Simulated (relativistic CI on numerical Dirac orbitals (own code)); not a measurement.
**Hyperfine structure of Pm XVI, mass number 147**

Calculated at this level of theory: Dirac-Coulomb-Breit CI, separate exchange-only KLI orbitals for each configuration, model QED, unscaled Slater integrals (own radial code, finite nucleus).

Configurations in the expansion (outside the closed core [Ar] 3d10): 4s2.4p6.4d10, 4s2.4p6.4d9.4f, 4s2.4p6.4d9.5s, 4s2.4p5.4d10.4f, 4s2.4p6.4d9.5p, 4s.4p6.4d10.4f, 4s2.4p6.4d9.5d, 4s2.4p5.4d10.5s, 4s2.4p6.4d9.5f. Double excitations out of closed p, d and f shells are left out; levels of such configurations are missing from the list, as are those of other unlisted configurations, and high levels can miss mixing partners.

Nuclear spin I = 7/2, μ = 2.58 μN, Q = 0.74 b (tables of Stone and Pyykkö). The electronic factors are computed for point nuclear moments, without core polarisation or the Bohr-Weisskopf and QED corrections.

```csv
Level,E (cm⁻¹),A (MHz),B (MHz)
4s2.4p6.4d9.4f 3P°_1,997259,72.47,484
4s2.4p6.4d9.4f 3P°_2,1010685,-237.8,715
4s2.4p6.4d9.4f 3H°_6,1024797,1371,-4210
4s2.4p6.4d9.4f 3H°_5,1027719,1785,-4240
4s2.4p6.4d9.4f 3F°_3,1042203,1479,917
4s2.4p6.4d9.4f 3H°_4,1044617,2162,-3870
4s2.4p6.4d9.4f 3F°_4,1048494,1318,1480
4s2.4p6.4d9.4f 3D°_1,1057443,-876.1,757
```

Levels with J = 0, under 50 % of one LS term, or S terms without an open s electron are left out. Small factors come from cancelling terms and can be off by tens of per cent or more.

At this charge energies of transitions that change n are usually good to better than 1 %, and those within a shell (Δn = 0) to a few per cent. Levels and lines within the n = 5 or 6 shells can be off by up to 10 % or somewhat more, and those that change n by about 2 %, since core polarisation is missing.

Q: Give the hyperfine levels of 4s2.4p6.4d9.4f 3H°_6 relative to its centre of gravity.

A: With K = F(F + 1) − I(I + 1) − J(J + 1), E = AK/2 + B[¾K(K + 1) − I(I + 1)J(J + 1)]/[2I(2I − 1)J(2J − 1)]: F = 5/2: -35260, F = 7/2: -29740, F = 9/2: -22810, F = 11/2: -14600, F = 13/2: -5244, F = 15/2: 5070, F = 17/2: 16140, F = 19/2: 27730 MHz.

LS names give the leading component of a level, which can be under half, so a name can repeat, a term be missing and a line seem to break the LS rules.
